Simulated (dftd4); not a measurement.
trisilane (H8Si3), singlet, geometry from GFN2-xTB; D4 for blyp in dftd4.

Here is a job for dftd4.
```
$ dftd4 mol.xyz --func blyp --charge 0 --json dftd4.json --noedisp --property

# file mol.xyz
11

Si     1.84434748     0.77811444    -0.03231500
Si     0.16416537    -0.81270586    -0.09228709
Si    -1.99843538    -0.01529745     0.11893695
H      3.19901703     0.23312390    -0.14758428
H      1.70184530     1.75355602    -1.11706786
H      1.81606434     1.54371778     1.21735150
H      0.41379658    -1.82450880     0.94977864
H      0.27643206    -1.59248980    -1.33779706
H     -2.32028977     0.95246609    -0.93389650
H     -2.19373438     0.68155636     1.39358787
H     -3.03421581    -1.04897755     0.05493974
```

What the program printed (banner, timings and long lists left out):

```
                    ____  _____ _____     ____  _  _
      -------------|  _ \|  ___|_   _|---|  _ \| || |------------
     |             | | | | |_    | | ___ | | | | || |_           |
     |             | |_| |  _|   | ||___|| |_| |__   _|          |
     |             |____/|_|     |_|     |____/   |_|            |
     |             ===================================           |
     |            E. Caldeweyher, S. Ehlert & S. Grimme          |
     |          Mulliken Center for Theoretical Chemistry        |
     |                    University of Bonn                     |
      -----------------------------------------------------------

Rational (Becke-Johnson) damping: blyp-D4-ATM
---------------------
  s6         1.0000
  s8         2.3408
  s9         1.0000
  a1         0.4449
  a2         4.0933
 alp        16.0000
--------------------

Atomic data, radii in Ångström:
------------------------------------------------------
   Z          R(cov)      r4/r2   hardness         EN
------------------------------------------------------
  14 Si       1.3867     2.5839     0.3054     1.9000
   1 H        0.4267     1.0622     0.4726     2.2000
------------------------------------------------------

Atomic reference systems (in atomic units):
----------------------------------------------------------------------------
   Z        #      CN     q+Z       C6(AA)   #      CN     q+Z       C6(AA)
----------------------------------------------------------------------------
  14 Si     1  0.0000 14.0000     321.4498   2  0.8915 14.0165     270.4983
            3  1.8234 13.9936     236.2774   4  2.8003 13.9692     228.3542
            5  3.6668 13.9341     158.2713
   1 H      1  0.0000  1.0000       7.6362   2  0.8942  1.0000       3.0374
----------------------------------------------------------------------------

Atomic properties (in atomic units):
----------------------------------------------------------------------------
     #    Z              CN          q      C6(AA)        C8(AA)   alpha(0)
----------------------------------------------------------------------------
     1   14 Si       3.6952    -0.0666    158.8178    11359.7032    23.2966
     2   14 Si       3.7146    -0.0485    157.9722    11299.2218    23.2275
     3   14 Si       3.6952    -0.0666    158.8178    11359.7032    23.2966
     4    1 H        0.9180     0.0223      2.7006       32.6462     2.5702
     5    1 H        0.9177     0.0230      2.6894       32.5108     2.5649
     6    1 H        0.9177     0.0230      2.6891       32.5072     2.5648
     7    1 H        0.9153     0.0226      2.6961       32.5915     2.5682
     8    1 H        0.9153     0.0226      2.6961       32.5915     2.5682
     9    1 H        0.9177     0.0230      2.6891       32.5072     2.5648
    10    1 H        0.9177     0.0230      2.6894       32.5108     2.5649
    11    1 H        0.9180     0.0223      2.7006       32.6462     2.5702
----------------------------------------------------------------------------

Molecular properties (in atomic units):
----------------------------------------
 molecular C6                2578.4674
 molecular C8              132934.1589
----------------------------------------

Dispersion energy:      -1.8521835895824E-02 Eh

[Info] JSON dump of results written to 'dftd4.json'
```
